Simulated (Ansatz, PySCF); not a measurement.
Gas-phase reaction 0.5 R1 + 0.5 R2 → P1, each structure at its B3LYP-D3(BJ)/def2-TZVP stationary point, reached from a drawn start (curvature not checked).
R1: Na2 (SMILES [Na][Na]), charge 0, multiplicity 1.
R2: K2 (SMILES [K][K]), charge 0, multiplicity 1.
P1: KNa (SMILES [Na][K]), charge 0, multiplicity 1.

P less R. No zero-point or thermal terms; no spin–orbit coupling.

Programs: Ansatz (Gaussian orbitals); PySCF for the D3/D4 terms. No computed number here is a measurement.

PBE/def2-TZVPP gives -0.7 kJ/mol for the reaction energy.

Q: How do the other levels lie against it? Give each less PBE: PBE-D3(BJ)/def2-TZVPP, r2SCAN/def2-TZVPP, B3LYP/def2-TZVPP, wB97M-V/def2-TZVPP.

A: PBE-D3(BJ)/def2-TZVPP 0.0; r2SCAN/def2-TZVPP -0.4; B3LYP/def2-TZVPP 0.2; wB97M-V/def2-TZVPP -0.4 kJ/mol. 1 of 4 lie above PBE; the widest gap is to wB97M-V/def2-TZVPP.

Ansatz is an electronic-structure program.
